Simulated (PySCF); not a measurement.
PySCF input (M06-2X/6-31G* (5d)):

```python
from pyscf import gto, dft

mol = gto.M(
    atom='''
    C     2.66833323    0.64000169   -0.50376979
    C     1.49614703   -0.14885321    0.07224085
    C     0.16098951    0.46573101   -0.34471914
    C    -1.06440459   -0.18465485    0.12773369
    O    -0.94124666   -1.35798936    0.61776455
    C    -2.38068428    0.47285149    0.06617746
    H     2.65923635    1.67618312   -0.16075641
    H     2.64794578    0.64338981   -1.59512356
    H     3.61173823    0.19550606   -0.19064570
    H     1.53937031   -1.18639894   -0.26229280
    H     1.55355509   -0.16711335    1.16287367
    H     0.05317962    0.46418948   -1.44495238
    H     0.08462130    1.53058405   -0.09115576
    H    -2.43942327    1.15065539   -0.78458676
    H    -2.47171302    1.09149905    0.96999171
    H    -3.20865767   -0.23656138    0.05249095
    H    -1.78216476   -1.76847534    0.89606205
    ''',
    basis='6-31g*',
    charge=1,
    spin=0,
    verbose=4,
)

mf = dft.RKS(mol, xc='m062x')
mf.grids.level = 4
mf.conv_tol = 1e-9
mf.max_cycle = 100
mf.max_memory = 1500
mf.kernel()
if not mf.converged:
    mf = mf.newton()
    mf.kernel(mf.make_rdm1())
mf.dip_moment()
```

Output:

```
PySCF version 2.14.0

[INPUT] verbose = 4
[INPUT] num. atoms = 17
[INPUT] num. electrons = 48
[INPUT] charge = 1
[INPUT] spin (= nelec alpha-beta = 2S) = 0
[INPUT] symmetry False subgroup None
[INPUT] Mole.unit = angstrom
[INPUT] Symbol           X                Y                Z      unit          X                Y                Z       unit  Magmom
[INPUT]  1 C      2.668333230000   0.640001690000  -0.503769790000 AA    5.042419013776   1.209427913359  -0.951986932930 Bohr   0.0
[INPUT]  2 C      1.496147030000  -0.148853210000   0.072240850000 AA    2.827308128781  -0.281291799662   0.136515421506 Bohr   0.0
[INPUT]  3 C      0.160989510000   0.465731010000  -0.344719140000 AA    0.304226082828   0.880104056617  -0.651424764496 Bohr   0.0
[INPUT]  4 C     -1.064404590000  -0.184654850000   0.127733690000 AA   -2.011433160830  -0.348947094073   0.241381690980 Bohr   0.0
[INPUT]  5 O     -0.941246660000  -1.357989360000   0.617764550000 AA   -1.778698403062  -2.566227970473   1.167405808965 Bohr   0.0
[INPUT]  6 C     -2.380684280000   0.472851490000   0.066177460000 AA   -4.498841278257   0.893559813693   0.125057275019 Bohr   0.0
[INPUT]  7 H      2.659236350000   1.676183120000  -0.160756410000 AA    5.025228401988   3.167527031419  -0.303785587668 Bohr   0.0
[INPUT]  8 H      2.647945780000   0.643389810000  -1.595123560000 AA    5.003892316898   1.215830532236  -3.014346663241 Bohr   0.0
[INPUT]  9 H      3.611738230000   0.195506060000  -0.190645700000 AA    6.825196088321   0.369452909093  -0.360268159826 Bohr   0.0
[INPUT] 10 H      1.539370310000  -1.186398940000  -0.262292800000 AA    2.908988290187  -2.241969071074  -0.495661556445 Bohr   0.0
[INPUT] 11 H      1.553555090000  -0.167113350000   1.162873670000 AA    2.935793639524  -0.315798463259   2.197512753768 Bohr   0.0
[INPUT] 12 H      0.053179620000   0.464189480000  -1.444952380000 AA    0.100494917208   0.877190987104  -2.730564261238 Bohr   0.0
[INPUT] 13 H      0.084621300000   1.530584050000  -0.091155760000 AA    0.159911081305   2.892384665128  -0.172259421077 Bohr   0.0
[INPUT] 14 H     -2.439423270000   1.150655390000  -0.784586760000 AA   -4.609841882191   2.174423550855  -1.482654097360 Bohr   0.0
[INPUT] 15 H     -2.471713020000   1.091499050000   0.969991710000 AA   -4.670860666322   2.062634269723   1.833018674999 Bohr   0.0
[INPUT] 16 H     -3.208657670000  -0.236561380000   0.052490950000 AA   -6.063484223785  -0.447036219849   0.099193519518 Bohr   0.0
[INPUT] 17 H     -1.782164760000  -1.768475340000   0.896062050000 AA   -3.367803305251  -3.341934050647   1.693311865116 Bohr   0.0

nuclear repulsion = 247.595519210591
number of shells = 58
number of NR pGTOs = 206
number of NR cGTOs = 106
basis = 6-31g*
ecp = {}

******** <class 'pyscf.dft.rks.RKS'> ********
method = RKS
initial guess = minao
damping factor = 0
level_shift factor = 0
DIIS = <class 'pyscf.scf.diis.CDIIS'>
diis_start_cycle = 1
diis_space = 8
diis_damp = 0
SCF conv_tol = 1e-09
SCF conv_tol_grad = None
SCF max_cycles = 100
direct_scf = True
direct_scf_tol = 1e-13
XC library pyscf.dft.libxc version 7.1.2
    S. Lehtola, C. Steigemann, M. J. T. Oliveira, and M. A. L. Marques,  SoftwareX 7, 1–5 (2018)
XC functionals = m062x
    Y. Zhao and D. G. Truhlar,  Theor. Chem. Acc. 120, 215 (2008)
    Y. Zhao and D. G. Truhlar,  Theor. Chem. Acc. 120, 215 (2008)
radial grids:
    Treutler-Ahlrichs [JCP 102, 346 (1995); DOI:10.1063/1.469408] (M4) radial grids

becke partition: Becke, JCP 88, 2547 (1988); DOI:10.1063/1.454033
pruning grids: <function nwchem_prune>
grids dens level: 4
symmetrized grids: False
atomic radii adjust function: <function treutler_atomic_radii_adjust>
small_rho_cutoff = 0
Set gradient conv threshold to 3.16228e-05
Initial guess from minao.
tot grids = 344088
init E= -273.107513045201
  HOMO = -0.368116263931306  LUMO = -0.0772383588748458  gap/eV = 7.91519
cycle= 1 E= -271.882086395827  delta_E= 1.23  |g|= 0.582  |ddm|=  3.4
  HOMO = -0.51705922435068  LUMO = -0.308393501705046  gap/eV = 5.67808
cycle= 2 E= -271.874935159278  delta_E= 0.00715  |g|= 0.677  |ddm|= 0.994
  HOMO = -0.540823232801392  LUMO = -0.250358394137531  gap/eV = 7.90395
cycle= 3 E= -271.963319942263  delta_E= -0.0884  |g|= 0.0849  |ddm|= 0.48
  HOMO = -0.546625947998741  LUMO = -0.235163054736601  gap/eV = 8.47534
cycle= 4 E= -271.964528010151  delta_E= -0.00121  |g|= 0.0384  |ddm|= 0.083
  HOMO = -0.544350682654196  LUMO = -0.238163916565552  gap/eV = 8.33177
cycle= 5 E= -271.964842922129  delta_E= -0.000315  |g|= 0.00449  |ddm|= 0.0365
  HOMO = -0.544355171360256  LUMO = -0.237502303461856  gap/eV = 8.34989
cycle= 6 E= -271.964848647329  delta_E= -5.73e-06  |g|= 0.00107  |ddm|= 0.00615
  HOMO = -0.544246466719242  LUMO = -0.237608290901371  gap/eV = 8.34405
cycle= 7 E= -271.964848961668  delta_E= -3.14e-07  |g|= 0.0004  |ddm|= 0.00161
  HOMO = -0.544279928448095  LUMO = -0.237596892542229  gap/eV = 8.34527
cycle= 8 E= -271.964849007943  delta_E= -4.63e-08  |g|= 0.000106  |ddm|= 0.000481
  HOMO = -0.54427168430108  LUMO = -0.237594087234629  gap/eV = 8.34512
cycle= 9 E= -271.964849012141  delta_E= -4.2e-09  |g|= 2.4e-05  |ddm|= 0.000161
  HOMO = -0.544273578730195  LUMO = -0.23759547095271  gap/eV = 8.34514
cycle= 10 E= -271.96484901237  delta_E= -2.29e-10  |g|= 8.25e-06  |ddm|= 4.66e-05
  HOMO = -0.54427253785471  LUMO = -0.237593428626149  gap/eV = 8.34516
Extra cycle  E= -271.964849012376  delta_E= -6.37e-12  |g|= 7.12e-06  |ddm|= 1.38e-05
converged SCF energy = -271.964849012376

WARN: System has nonzero charge 1; the dipole moment is origin-dependent.
Location of origin: [0. 0. 0.]

Dipole moment(X, Y, Z, Debye): -5.56450, -0.44120,  0.67305
```

The dipole moment of an ion depends on the origin.

The geometry given is a B3LYP-D3(BJ)/def2-TZVP minimum.
